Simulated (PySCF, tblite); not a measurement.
Isomers of [C6H13N]+ (charge +1 and doublet state), one GFN2-xTB conformer each. Single-point energies are computed at B3LYP/pcH-1 (PySCF, gas phase, no added dispersion term), electronic only. GFN2-xTB treats the open shell by occupation alone, and not every SCF solution was tested for stability.

Question: Rank them by B3LYP/pcH-1 energy, lowest first (kJ/mol).
A. `[CH2:1]=[CH:2][C@:3]([CH3:4])([NH2+:5])[CH2:6][CH3:7]` (charge +1 and doublet state) with C1–C2–C3–C4 -36°, C2–C3–N5–H 154° and -35°, C2–C3–C6–C7 60°
B. `[CH2:1]1[CH2:2][CH2:3][CH2:4][NH+:5][CH2:6][CH2:7]1` (charge +1 and doublet state) with C7–C1–C2–C3 84°, C1–C2–C3–C4 -74°, C2–C3–C4–N5 53°, C3–C4–N5–C6 -77°
C. `[CH3:1][C@@H:2]([NH2+:3])[CH:4]1[CH2:5][CH2:6][CH2:7]1` (charge +1 and doublet state) with C1–C2–N3–H -158° and 39°, C1–C2–C4–C5 65°, C2–C4–C5–C6 133°, C4–C5–C6–C7 -13°, C5–C6–C7–C4 13°, C2–C4–C7–C6 -132°
D. `[CH2:1]=[C:2]([CH2:3][CH3:4])[CH2:5][CH2:6][NH2+:7]` (charge +1 and doublet state) with C1–C2–C3–C4 14°, C1–C2–C5–C6 -108°, C2–C5–C6–N7 -65°, C5–C6–N7–H -74° and 153°

Answer: B (0.0), D (60.2), A (88.5), C (90.9).

As drawn, the highest has a four-membered ring, which the lowest lacks. Neighbours under 21 kJ/mol apart (C=C[C@](C)([NH2+])CC and C[C@@H]([NH2+])C1CCC1) can change places with a better method, another conformer or zero-point energy. GFN2-xTB itself gives, in the same order: 0.0, 101.6, 133.7, 78.9. Both levels put the same isomer lowest; measured from each level's own lowest isomer, the values differ by up to 45.2 kJ/mol (C=C[C@](C)([NH2+])CC: 133.7 against 88.5).

What happens when harmonic zero-point energies from GFN2-xTB frequencies are added?

```tsv
SMILES	ZPE (kJ/mol)	electronic (kJ/mol)	with ZPE (kJ/mol)
C1CCC[NH+]CC1	477.4	0.0	0.0
C=C(CC)CC[NH2+]	463.1	60.2	45.9
C=C[C@](C)([NH2+])CC	458.5	88.5	69.6
C[C@@H]([NH2+])C1CCC1	466.5	90.9	80.1
```

The zero-point energies span 18.9 kJ/mol. The order is unchanged.
